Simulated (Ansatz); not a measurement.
Mulliken charges of BH₅O₂Sn (`[BH2][SnH]([OH])[OH]`) from B3LYP/def2-TZVPP in Ansatz (PBE0-D4/def2-TZVP geometry).

```json
{"atom": "B1", "x (Å)": "-0.714", "y (Å)": "1.114", "z (Å)": "-1.387", "charge (e)": "-0.194"}
{"atom": "Sn2", "x (Å)": "0.359", "y (Å)": "0.037", "z (Å)": "0.266", "charge (e)": "0.983"}
{"atom": "O3", "x (Å)": "0.853", "y (Å)": "-1.714", "z (Å)": "-0.495", "charge (e)": "-0.557"}
{"atom": "O4", "x (Å)": "-1.014", "y (Å)": "-0.256", "z (Å)": "1.652", "charge (e)": "-0.557"}
{"atom": "H5", "x (Å)": "-1.629", "y (Å)": "0.565", "z (Å)": "-1.916", "charge (e)": "0.071"}
{"atom": "H6", "x (Å)": "-0.393", "y (Å)": "2.207", "z (Å)": "-1.736", "charge (e)": "0.070"}
{"atom": "H7", "x (Å)": "1.753", "y (Å)": "0.630", "z (Å)": "1.075", "charge (e)": "-0.161"}
{"atom": "H8", "x (Å)": "1.526", "y (Å)": "-2.178", "z (Å)": "0.007", "charge (e)": "0.172"}
{"atom": "H9", "x (Å)": "-0.653", "y (Å)": "-0.450", "z (Å)": "2.519", "charge (e)": "0.173"}
```

By hand: the dipole of these point charges (1 e Å = 4.8032 D).

Σ q r = (0.305, 0.558, -0.108) e Å, of length 0.645 e Å = 3.10 D.

How does the dipole of the full density compare? (Estimate.)

Computed: (0.348, 0.296, 0.107) e Å, 2.25 D; the point charges give 1.38 times that, at 31° from its direction.

Point charges leave out the atoms' own dipoles, such as those of lone pairs, and Mulliken's split depends on the basis, so the two needn't agree.

B3LYP here is the variant with VWN-RPA as its local correlation; programs differ in this.
